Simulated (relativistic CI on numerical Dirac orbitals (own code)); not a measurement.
# Mn³⁺ in a cubic cluster: L2,3 absorption with charge transfer

Computed with a charge-transfer multiplet model of a cubic metal-ligand cluster with up to one ligand hole, Slater and spin-orbit integrals from Dirac-Coulomb-Breit ions, Slater integrals scaled by 0.7. The parameters are those of a tetrahedral site (10Dq negative, t2 hopping the larger). The ground state mixes d4 with configurations of k ligand holes L, whose averages lie at kΔ + k(k − 1)U_dd/2; a core hole lowers each added d electron by U_cd. 300 K, Lorentzian 0.4 eV and Gaussian 0.3 eV FWHM.

Atomic integrals in eV (Slater integrals scaled, ζ unscaled), ground: F2dd 7.948, F4dd 4.972, zeta_d 0.043; with the core hole: F2dd 8.503, F4dd 5.322, zeta_d 0.060, zeta_core 6.788, F2cd 4.916, G1cd 3.683, G3cd 2.092.

Cluster parameters (eV): Δ = 5.3, U_dd = 5, 10Dq = -0.3, 10Dq(ligand) = 0, V(eg) = 1.38, V(t2g) = -2.34, final-state hopping factor = 0.9.

```csv
Case,n_d,d4,d5L,S
U_cd = 5.9 eV,4.26,0.74,0.26,2.00
U_cd = 6.5 eV,4.26,0.74,0.26,2.00
U_cd = 7.1 eV,4.26,0.74,0.26,2.00
```

Weights, n_d and S are thermal averages at 300 K. Photon energies count from the first peak over 30 % of the highest in each spectrum, which can be another peak from case to case. The parameters are a model scan and need not match a compound or its usual spin state. Peaks in eV (height, largest 100):
- U_cd = 5.9 eV: 0.0 (100), 0.8 (90), 7.2 (16), 8.3 (18), 9.6 (17), 11.0 (33), 11.6 (36)
- U_cd = 6.5 eV: 0.0 (100), 0.8 (92), 4.6 (7), 5.4 (5), 7.2 (16), 8.4 (17), 9.6 (17), 11.6 (37)
- U_cd = 7.1 eV: 0.0 (100), 0.7 (94), 4.5 (7), 7.2 (16), 8.3 (16), 9.6 (18), 11.5 (37)

Curve for U_cd = 7.1 eV (points under 2 left out, the grid thinned):

```tsv
E (eV)	Intensity
-3.7	2.3
-3.3	4.8
-2.9	4.4
-2.5	7.7
-2.1	9.4
-1.7	13.0
-1.2	20.4
-0.8	32.2
-0.4	68.8
0.0	100.0
0.4	88.0
0.8	89.5
1.2	55.7
1.6	48.7
2.0	39.2
2.4	31.2
2.8	18.1
3.3	10.4
3.7	9.3
4.1	7.6
4.5	7.4
4.9	6.5
5.3	5.4
5.7	4.3
6.1	4.3
6.5	4.8
6.9	10.3
7.3	15.0
7.8	9.1
8.2	15.0
8.6	12.5
9.0	9.6
9.4	17.1
9.8	16.6
10.2	17.7
10.6	28.3
11.0	33.2
11.4	36.9
11.8	31.3
12.3	17.3
12.7	13.5
13.1	10.1
13.5	4.7
13.9	2.6
14.3	2.0
```

For the case U_cd = 6.5 eV, Δ = 5.3 eV is larger than U_dd = 5 eV, the Mott-Hubbard side of the Zaanen-Sawatzky-Allen scheme. With the core hole the configuration with one ligand hole lies at Δ + U_dd − U_cd = 4.4, 3.8, 3.2 eV from the one without, in the order of the table; where this is negative the screened configuration lies lower, though the effective hopping of about 4.4 eV (from the holes of the mixed ground state) mixes the two strongly wherever it is as large as the gap.

With at most 1 ligand hole the space is cut while the next configuration still counts, so covalency is underestimated, and a final configuration with one more ligand hole, which can lie low, is missing from the spectra.
